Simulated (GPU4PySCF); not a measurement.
Si(Ph)(OMe)3 (C₉H₁₄O₃Si), SMILES CO[Si](OC)(OC)c1ccccc1.

Coordinates come from a ωB97X-D3(BJ)/def2-TZVP optimisation. The isomer is the one that the SMILES or the coordinates give; other isomers of the formula were not compared. One conformer was computed; it need not be the lowest.

Two levels are set side by side: PBE/def2-TZVPD (GPU4PySCF) and ωB97M-V/def2-TZVPD (GPU4PySCF). Same geometry, gas phase. Differences are taken from unrounded values.

| quantity | ωB97M-V |
|---|---|
| orbital gap (eV) | 10.33 |
| highest occupied level (eV) | -9.46 |
| lowest empty level (eV) | 0.87 |
| dipole moment (D) | 1.24 |
| mean polarisability (bohr³) | 138.9 |

Q: What does PBE give, and how far is it from ωB97M-V? (An estimate is asked for; the answer gives what the named calculation found.)

A: 
| quantity | PBE | PBE minus ωB97M-V |
|---|---|---|
| orbital gap (eV) | 4.75 | -5.58 |
| highest occupied level (eV) | -6.30 | 3.16 |
| lowest empty level (eV) | -1.55 | -2.41 |
| dipole moment (D) | 1.16 | -0.08 |
| mean polarisability (bohr³) | 144.2 | 5.2 |

Without exact exchange PBE keeps part of each electron's self-repulsion, which lifts occupied levels and narrows the gap. PBE's more diffuse valence density responds more strongly to a field. Differences between two approximate levels are no errors against the true value.
